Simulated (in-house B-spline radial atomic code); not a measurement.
Inner levels of thallium as electrons are removed. A shift is the extra binding of the orbital against the neutral atom ([Xe] 4f14 5d10 6s2 6p1). The density at the nucleus is averaged over the nuclear charge. Computed with a radial B-spline atomic code at the basis-set limit: Dirac-Hartree-Fock, average of the configuration, finite nuclei.

```json
{"ion": "Tl62+", "configuration": "[Ar] 3d1", "shift of 1s1/2 (eV)": "4773.29", "radius of 1s1/2 (bohr)": "0.016317", "Σ<r²> (bohr²)": "0.31858", "change of density at nucleus (bohr⁻³)": "-6790.59"}
{"ion": "Tl63+", "configuration": "[Ne] 3s2 3p6", "shift of 1s1/2 (eV)": "4979.29", "radius of 1s1/2 (bohr)": "0.016318", "Σ<r²> (bohr²)": "0.29086", "change of density at nucleus (bohr⁻³)": "-5559.07"}
{"ion": "Tl64+", "configuration": "[Ne] 3s2 3p5", "shift of 1s1/2 (eV)": "5197.58", "radius of 1s1/2 (bohr)": "0.016316", "Σ<r²> (bohr²)": "0.25749", "change of density at nucleus (bohr⁻³)": "-5158.76"}
{"ion": "Tl65+", "configuration": "[Ne] 3s2 3p4", "shift of 1s1/2 (eV)": "5417.92", "radius of 1s1/2 (bohr)": "0.016313", "Σ<r²> (bohr²)": "0.2247", "change of density at nucleus (bohr⁻³)": "-4762.01"}
{"ion": "Tl66+", "configuration": "[Ne] 3s2 3p3", "shift of 1s1/2 (eV)": "5640.31", "radius of 1s1/2 (bohr)": "0.016311", "Σ<r²> (bohr²)": "0.19248", "change of density at nucleus (bohr⁻³)": "-4369.07"}
{"ion": "Tl67+", "configuration": "[Ne] 3s2 3p2", "shift of 1s1/2 (eV)": "5864.76", "radius of 1s1/2 (bohr)": "0.016309", "Σ<r²> (bohr²)": "0.16083", "change of density at nucleus (bohr⁻³)": "-3980.25"}
{"ion": "Tl68+", "configuration": "[Ne] 3s2 3p1", "shift of 1s1/2 (eV)": "6091.27", "radius of 1s1/2 (bohr)": "0.016307", "Σ<r²> (bohr²)": "0.12973", "change of density at nucleus (bohr⁻³)": "-3595.76"}
{"ion": "Tl69+", "configuration": "[Ne] 3s2", "shift of 1s1/2 (eV)": "6319.84", "radius of 1s1/2 (bohr)": "0.016305", "Σ<r²> (bohr²)": "0.099174", "change of density at nucleus (bohr⁻³)": "-3215.93"}
{"ion": "Tl70+", "configuration": "[Ne] 3s1", "shift of 1s1/2 (eV)": "6541.77", "radius of 1s1/2 (bohr)": "0.016304", "Σ<r²> (bohr²)": "0.068595", "change of density at nucleus (bohr⁻³)": "-42166.1"}
{"ion": "Tl71+", "configuration": "[He] 2s2 2p6", "shift of 1s1/2 (eV)": "6765.42", "radius of 1s1/2 (bohr)": "0.016303", "Σ<r²> (bohr²)": "0.038461", "change of density at nucleus (bohr⁻³)": "-81811.9"}
{"ion": "Tl72+", "configuration": "[He] 2s2 2p5", "shift of 1s1/2 (eV)": "7297.42", "radius of 1s1/2 (bohr)": "0.016293", "Σ<r²> (bohr²)": "0.033596", "change of density at nucleus (bohr⁻³)": "-81514.8"}
{"ion": "Tl73+", "configuration": "[He] 2s2 2p4", "shift of 1s1/2 (eV)": "7834.54", "radius of 1s1/2 (bohr)": "0.016283", "Σ<r²> (bohr²)": "0.028846", "change of density at nucleus (bohr⁻³)": "-81262"}
{"ion": "Tl74+", "configuration": "[He] 2s2 2p3", "shift of 1s1/2 (eV)": "8376.82", "radius of 1s1/2 (bohr)": "0.016273", "Σ<r²> (bohr²)": "0.024207", "change of density at nucleus (bohr⁻³)": "-81055.5"}
{"ion": "Tl75+", "configuration": "[He] 2s2 2p2", "shift of 1s1/2 (eV)": "8924.23", "radius of 1s1/2 (bohr)": "0.016263", "Σ<r²> (bohr²)": "0.019678", "change of density at nucleus (bohr⁻³)": "-80896.9"}
{"ion": "Tl76+", "configuration": "[He] 2s2 2p1", "shift of 1s1/2 (eV)": "9476.8", "radius of 1s1/2 (bohr)": "0.016253", "Σ<r²> (bohr²)": "0.015254", "change of density at nucleus (bohr⁻³)": "-80788.3"}
{"ion": "Tl77+", "configuration": "[He] 2s2", "shift of 1s1/2 (eV)": "10034.5", "radius of 1s1/2 (bohr)": "0.016242", "Σ<r²> (bohr²)": "0.010933", "change of density at nucleus (bohr⁻³)": "-80731.5"}
{"ion": "Tl78+", "configuration": "[He] 2s1", "shift of 1s1/2 (eV)": "10545.7", "radius of 1s1/2 (bohr)": "0.016241", "Σ<r²> (bohr²)": "0.0057898", "change of density at nucleus (bohr⁻³)": "-233364"}
{"ion": "Tl79+", "configuration": "1s2", "shift of 1s1/2 (eV)": "11060.4", "radius of 1s1/2 (bohr)": "0.016234", "Σ<r²> (bohr²)": "0.00072894", "change of density at nucleus (bohr⁻³)": "-388705"}
{"ion": "Tl80+", "configuration": "1s1", "shift of 1s1/2 (eV)": "12660.6", "radius of 1s1/2 (bohr)": "0.016143", "Σ<r²> (bohr²)": "0.00036024", "change of density at nucleus (bohr⁻³)": "-1.32339e+06"}
```
